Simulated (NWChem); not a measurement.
Molecule: ZrNHCl₂; SMILES [NH]=[Zr]([Cl])[Cl]

```xyz
5

Zr    -0.2780    -0.2049     0.0000
N     -1.9664     0.3860     0.0000
H     -2.8882     0.8164     0.0000
Cl     0.8169     0.1376    -2.0899
Cl     0.8169     0.1376     2.0899
```
Atoms are numbered in this order, from 1.

All runs: NWChem. The geometry was optimised at PBE0/def2-SVP (def2 core potentials past Kr).

Question: What does the run give for Hartree-Fock/3-21G, non-relativistic? Quantities: highest occupied level (eV); orbital gap (eV); dipole (D).

Answer: 
```json
{
  "highest occupied level (eV)": "-11.06",
  "orbital gap (eV)": "10.43",
  "dipole (D)": "4.37"
}
```
